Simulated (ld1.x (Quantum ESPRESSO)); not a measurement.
# C: one change to a PAW potential, before and after

ld1.x (Quantum ESPRESSO) 7.5 input, shortened:

```
&input
   title='C', zed=6., rel=1, dft='PBE', iswitch=3,
   config='[He] 2s1.5 2p2.5 3d-2'
 /
 &inputp
   pseudotype=3, lpaw=.true., tm=.true., lloc=-1, rcloc=1.35,
   nlcc=.false.,
   which_augfun='BESSEL', rmatch_augfun=1.15
 /
6
2S  1  0   1.50   0.00  1.05  1.20  0.0
2S  1  0   0.00  -0.70  1.05  1.20  0.0
2P  2  1   2.50   0.00  2.45  2.90  0.0
2P  2  1   0.00   0.05  2.45  2.90  0.0
3D  3  2  -2.00   0.25  2.80  3.00  0.0
3D  3  2  -2.00   0.95  2.80  3.00  0.0
 &test
   configts(1)='2s1.5 2p2.5'
 /
```

Change: waves 2s (bound): rcut 1.05, rcutus 1.28 bohr; 2s channel at -0.7 Ry: rcut 1.05, rcutus 1.28 bohr.

Cutoffs: the cutoffs (Ry, on a coarse ladder) from which the occupation-weighted sum of valence levels, in a spherical-Bessel basis at the reference potential, stays within 10 and 1 mRy of its value at 400 Ry; they do not see the model core or the augmentation charge, which bear on the density cutoff. Errors are all-electron minus pseudo energies relative to the spin-unpolarised reference configuration.

**Question.** What does the change do?

**Answer.** The potential gets softer (8 Ry and 21 Ry → 8 Ry and 10 Ry); of the 7 tests that both files solve, the error grows in 0 and shrinks in 6 by more than 15 % and 0.3 meV (median size 101.2 → 79.1 meV); neither file shows a bound ghost. A larger radius leaves more room for a smooth pseudo-wave, so fewer plane waves are needed. That the errors move this way runs against the usual rule that smaller radii transfer better.

```csv
quantity,base,changed
"cutoff, loose",8 Ry,8 Ry
"cutoff, tight",21 Ry,10 Ry
loose cutoff by channel (10 mRy a level),"s 6 Ry, p 6 Ry","s 8 Ry, p 6 Ry"
bound ghosts,none,none
"error for 2s2 2p2, meV [ΔE -4.24 eV]",+22,+10
"error for 2s2 2p1, meV [ΔE 6.63 eV]",+445,+169
"error for 2s2 2p0, meV [ΔE 30.78 eV]",+688,+243
"error for 2s1 2p2, meV [ΔE 15.38 eV]",+101,+38
"error for 2s1 2p3, meV [ΔE 4.24 eV]",+17,+10
"error for 2s0 2p4, meV [ΔE 12.74 eV]",+78,+79
"error for 2s1 2p0, meV [ΔE 78.98 eV]",+490,+196
s: phases at 3.25 bohr within 0.05 rad from the reference energy up to (Ry; the scan ends near 5),4.9,4.9
p: phases at 3.25 bohr within 0.05 rad from the reference energy up to (Ry; the scan ends near 5),0.5,0.5
d: phases at 3.25 bohr within 0.05 rad from the reference energy up to (Ry; the scan ends near 5),2.8,2.8
lowest overlap eigenvalue by channel,"s 0.55, p 0.25, d 0.91","s 0.55, p 0.25, d 0.91"
```
